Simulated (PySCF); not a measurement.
Spinor energies of As²²⁺ (arsenic, charge +22)

Start: [Ne] 3s1; 3s1/2 filled at m_j = +1/2. Calculated with PySCF 2.14 in an uncontracted even-tempered set (19 s from 2.7 bohr⁻², ratio 2.4; 13 p from 3.5 bohr⁻², ratio 2.4; 5 d from 12 bohr⁻², ratio 2.6; 4 f from 18 bohr⁻², ratio 2.6): generalised Hartree-Fock with the X2C-1e Hamiltonian and a Gaussian nucleus; one run each with spin-orbit coupling (SO) switched off, then screened by Boettger's factors.

```json
{"spinor shell": "1s1/2", "electrons": "2", "ε, spin-free (eV)": "-12924.0", "ε, screened SO (eV)": "-12923.8", "weight of nominal j (screened SO)": "1.000", "rms radius, screened SO (bohr)": "0.0524"}
{"spinor shell": "2s1/2", "electrons": "2", "ε, spin-free (eV)": "-2498.9", "ε, screened SO (eV)": "-2498.8", "weight of nominal j (screened SO)": "1.000", "rms radius, screened SO (bohr)": "0.215"}
{"spinor shell": "2p1/2", "electrons": "2", "ε, spin-free (eV)": "-2307.5", "ε, screened SO (eV)": "-2333.6", "weight of nominal j (screened SO)": "0.999", "rms radius, screened SO (bohr)": "0.189"}
{"spinor shell": "2p3/2", "electrons": "4", "ε, spin-free (eV)": "-2307.5", "ε, screened SO (eV)": "-2295.0", "weight of nominal j (screened SO)": "1.000", "rms radius, screened SO (bohr)": "0.192"}
{"spinor shell": "3s1/2", "electrons": "1", "ε, spin-free (eV)": "-956.22", "ε, screened SO (eV)": "-956.21", "weight of nominal j (screened SO)": "1.000", "rms radius, screened SO (bohr)": "0.530"}
```

| quantity | spin-free | screened SO |
| --- | --- | --- |
| E (hartree) | -1962.87786 | -1962.96533 |
| M_J | 1/2 | 1/2 |
| ⟨J²⟩ | 0.750 | 0.750 |
| ⟨L²⟩ | 0.000 | 0.001 |
| ⟨S²⟩ | 0.750 | 0.751 |

Each row is a mean over spinors that exchange with the open shell spreads, by up to 5.316 eV (2s1/2).

Without spin-orbit coupling the j labels of p, d and f shells carry no meaning; the spin-free column gives the mean over the occupied spinors of each nl shell.
